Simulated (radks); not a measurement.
Values are calculated unless marked as measured or tabulated.
Valence configurations of Fe III (all share [Ar]). Code: a radial shooting solver on a logarithmic mesh with Libxc functionals. Model: scalar-relativistic Kohn-Sham, SCAN, spin-polarised, spherical densities, finite nucleus; open shells are filled with parallel spins first; meta-GGA in the generalised Kohn-Sham scheme; Fermi nuclear charge, rms radius 3.7377 fm. Energies are relative to 3d6; eigenvalues in eV for spin up.

| valence | E (eV) | moment (Bohr magnetons) | e(3d) | e(4p) | e(4s) |
|---|---|---|---|---|---|
| 3d6 | 0.000 | 4 | -27.531 | - | - |
| 3d4 4p2 | 30.126 | 6 | -43.608 | -19.916 | - |
| 3d5 4p1 | 9.293 | 6 | -35.595 | -17.369 | - |
| 3d4 4s1 4p1 | 22.659 | 6 | -42.446 | -19.428 | -26.986 |
| 3d3 4p3 | 56.688 | 6 | -51.924 | -22.405 | - |
| 3d5.5 4p0.5 | 4.370 | 5 | -31.485 | -15.797 | - |
| 3d5.5 4s0.5 | 1.133 | 5 | -30.879 | - | -22.050 |

NIST lists [Ar] 3d6 as the ground configuration; this level of theory agrees among the configurations tried. The energies are those of spherical high-spin densities, not of single terms. No valid solution was reached for [Ar] 3d5 4s1; [Ar] 3d4 4s2; [Ar] 3d3 4s2 4p1.
